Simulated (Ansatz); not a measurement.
| atom | x (Å) | y (Å) | z (Å) |
| --- | --- | --- | --- |
| C | 0.0000 | 0.0000 | -0.6121 |
| C | 0.0000 | 0.0000 | 0.6121 |
| H | 0.0000 | -0.8567 | -1.1411 |
| H | 0.0000 | 0.8567 | -1.1411 |
| H | 0.0000 | -0.8567 | 1.1411 |
| H | 0.0000 | 0.8567 | 1.1411 |

Basis set: cc-pVDZ (spherical functions). Frozen core: 2 orbitals. Charge 0, multiplicity 1.

Computed with Ansatz (development build ahead of 0.2.0); each method stands on the lowest determinant of its kind that the runs found. Restricted open shells among the atoms or ions are ROHF, correlated in semicanonical orbitals with singles.

(1) Give the atomization energy at this shape (free ground-state atoms in the same class of orbitals less the molecule, no zero-point energy) of singlet C2H4 by RHF-MP2, RHF.

## Answers

(1)

```csv
method,atomization energy
RHF-MP2,21.67 eV
RHF,17.51 eV
```

Caution: no unrestricted run beside it, a lower state can exist; the shape is not the minimum.
